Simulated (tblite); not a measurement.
Compound: C₃H₆O₂Si.
Geometry (GFN2-xTB, Å), atoms numbered from 1 in this order:
```xyz
12
C3H6O2Si angstrom
O      3.282    0.307    0.293
C      2.253    0.087   -0.289
Si     0.593   -0.262    0.601
C     -0.934    0.811    0.180
C     -1.489   -0.499   -0.382
O     -0.343   -1.348   -0.229
H      2.251    0.077   -1.402
H      0.795   -0.593    2.006
H     -0.816    1.581   -0.575
H     -1.507    1.214    1.007
H     -1.770   -0.466   -1.435
H     -2.313   -0.910    0.200
```

Calculated harmonic vibrations of the isolated species, GFN2-xTB (tblite), most abundant isotopes, no scaling. Against measured fundamentals such values can be off by several per cent, at times by over 20. Modes of hydrogen on silicon can be 10 to 20 % off. One conformer, not necessarily the lowest.

Harmonic wavenumbers (cm⁻¹): 68.0, 100.0, 140.0, 209.7, 327.7, 514.5, 569.4, 667.3, 685.0, 713.4, 740.0, 767.7, 881.8, 890.4, 996.2, 1041.1, 1130.3, 1155.7, 1182.8, 1280.7, 1350.4, 1454.7, 1488.7, 1754.5, 2314.1, 2688.8, 2971.4, 2987.0, 3030.4, 3046.5.

A = 7936, B = 1726, C = 1609 MHz; mass 102.014 u (most abundant isotopes); point group C1, symmetry number 1.

Problem. What is the zero-point energy?

Solution. ½Σν̃ = 18574 cm⁻¹ = 53.11 kcal/mol.

Problem. Entropy at 298.15 K, 1 bar (ideal gas, RRHO, classical rotation)?

Solution. Translation 39.80, rotation 27.08, vibration 17.08: S = 84.0 cal/(mol K).

Problem. And Cp and H(298.15 K) − H(0)?

Solution. Cp = 26.50 cal/(mol K), of which vibrations give 18.55 (their classical limit is 30 R = 59.6); H(298.15 K) − H(0) = 5.09 kcal/mol without the zero-point energy, 2.72 from vibrations.

Problem. How do the functions run with temperature in this model?

Solution. 
```tsv
T (K)	S (cal/(mol K))	Cp (cal/(mol K))	H − H(0) (kcal/mol)	G − H(0) (kcal/mol)	ln q(vib)
50	54.3	11.2	0.46	-2.26	0.23
100	63.2	14.4	1.10	-5.21	0.95
373.15	90.4	31.2	7.26	-26.49	5.16
500	100.5	37.9	11.66	-38.61	7.13
750	117.8	47.0	22.37	-65.97	10.92
1000	132.1	52.7	34.88	-97.26	14.45
```

q(vib) and H(0) count from the zero-point level.

Problem. Which modes carry the vibrational entropy at 298.15 K?

Solution. 68.0 cm⁻¹: 4.21; 100.0 cm⁻¹: 3.45; 140.0 cm⁻¹: 2.80; 209.7 cm⁻¹: 2.05; 327.7 cm⁻¹: 1.27; 514.5 cm⁻¹: 0.62 cal/(mol K); the other 24 give 2.67 together.

Hindered rotation and anharmonicity are outside this model. Other conformers, if any are populated, would add a mixing term that is left out. The structure is chiral; the term R ln 2 for an equal mix with its mirror image is left out.

Time: 0.49 s wall. Hardware: one thread of an Arm Neoverse N1, no GPU, shared host. The figure is for the frequency step alone.
